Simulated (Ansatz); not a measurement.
`O[SiH](O)/C=C/[SiH3]`. The species carries charge 0 and has multiplicity 1. The structure was optimised at the PBE0-D4/def2-TZVP level. It is one conformer, not always the lowest.

```xyz
14

O    -1.265    1.355    2.225
Si   -0.344    0.079    1.765
O    -1.203   -1.322    1.680
C     0.273    0.495    0.072
C     0.199   -0.363   -0.951
Si    0.808    0.023   -2.669
H    -1.633    1.356    3.109
H     0.755   -0.131    2.752
H    -0.978   -2.011    2.305
H     0.715    1.478   -0.096
H    -0.255   -1.337   -0.766
H     1.852   -0.954   -3.086
H     1.381    1.394   -2.686
H    -0.305   -0.063   -3.653
```

Task: What is the dipole moment at PBE/def2-TZVPP? (Best estimate.)

Result: Computed: 2.37 D, with components (0.15, -1.01, 2.14) D in this frame, pointing from negative to positive charge.

Task: And with r2SCAN, B3LYP, ωB97M-V? (Estimate.)

Result: Ansatz gave: r2SCAN 2.42 D, B3LYP 2.45 D, ωB97M-V 2.47 D.

Task: Give the Mulliken charges with PBE, ωB97M-V, B3LYP in def2-TZVPP. (Estimate.)

Result: The calculation gave: 
```csv
atom,PBE,ωB97M-V,B3LYP
O1,-0.34,-0.37,-0.39
Si2,0.52,0.61,0.64
O3,-0.35,-0.38,-0.39
C4,-0.15,-0.21,-0.19
C5,-0.14,-0.23,-0.19
Si6,0.23,0.22,0.31
H7,0.18,0.17,0.18
H8,-0.13,-0.09,-0.13
H9,0.19,0.18,0.19
H10,0.08,0.10,0.09
H11,0.08,0.10,0.09
H12,-0.06,-0.03,-0.07
H13,-0.06,-0.03,-0.07
H14,-0.05,-0.03,-0.07
```

B3LYP here is the variant with VWN-RPA as its local correlation; programs differ in this.
